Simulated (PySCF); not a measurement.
Calculation: B3LYP-D3(BJ)/def2-TZVP // BP86-D3(BJ)/def2-SVP (PySCF). All species are isolated molecules in the gas phase. One relaxed conformer stands for a flexible species; it need not be the lowest. B3LYP has the VWN-RPA correlation part, as in Gaussian. 

Reference species: [W(Cl)6] (neutral, multiplicity 1).

charge on the central atom (Mulliken): 1.10 e
HOMO–LUMO gap: 3.45 eV
coordination number: 6

After one change: the charge on the central atom (Mulliken) goes up by 0.40 e; the HOMO–LUMO gap goes up by 1.29 eV; the coordination number hardly moves.

### Question
Name the change that produced these shifts. The new species is one of these.
A) [W(Cl)3(OH)3]
B) [W(Cl)(OH)5]
C) [W(OH)6]
D) [W(Cl)2(OH)4]

### Answer
B, [W(Cl)(OH)5]
